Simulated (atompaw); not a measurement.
**Cutoff test, bromine (Br), PAW (atompaw)**

- Element: Br
- Generator: atompaw 4.2.0.5
- Type: PAW
- Functional: PBEsol
- Relativity: scalar-relativistic
- Frozen core: [Ar] 3d10
- Valence charge: 7
- Reference configuration: 4s2 4p5
- Partial waves: 4s (bound): rc 1.85 bohr; 4s channel at -0.05 Ry: rc 1.55 bohr; 4p (bound): rc 1.85 bohr; 4p channel at 2.1 Ry: rc 1.70 bohr; 4d channel at 0.3 Ry: rc 1.85 bohr; 4d channel at 1.25 Ry: rc 1.85 bohr
- Local potential: bessel scheme, radius 1.40 bohr
- Core correction: smooth core density matched at 1.50 bohr
- Augmentation charge: sinc compensation charge, radius 1.35 bohr; PAW radius 1.85 bohr; waves and projectors: custom rrkj vanderbiltortho

The pseudo-atom Hamiltonian at the reference potential is diagonalised in spherical Bessel functions j_l(qr) that vanish at 20 bohr, with q² up to the cutoff. All-electron valence levels (Ry): 4s -1.4798, 4p -0.5774.

**Question.** How do the lowest levels (Ry) of each channel move with the cutoff, and are there ghosts?

**Answer.**

```csv
cutoff (Ry),s #1,s #2,p #1,d #1,f #1,f #2,Σ f·Δε (mRy)
8,-1.4749,-0.0263,-0.5406,0.0714,0.1177,0.2512,193.8
10,-1.4784,-0.0270,-0.5600,0.0713,0.1177,0.2512,90.0
12,-1.4793,-0.0274,-0.5697,0.0713,0.1177,0.2512,39.8
15,-1.4796,-0.0277,-0.5754,0.0713,0.1177,0.2512,10.9
21,-1.4798,-0.0279,-0.5771,0.0713,0.1177,0.2512,1.6
25,-1.4798,-0.0279,-0.5773,0.0713,0.1177,0.2512,0.5
30,-1.4798,-0.0279,-0.5774,0.0713,0.1177,0.2512,0.4
35,-1.4799,-0.0279,-0.5774,0.0713,0.1177,0.2512,0.3
400,-1.4799,-0.0279,-0.5774,0.0713,0.1177,0.2512,0.0
```

Result: no extra level below or beside the all-electron valence levels (s, p, d, f tested); 10 mRy is reached at 18 Ry and 1 mRy at 25 Ry.
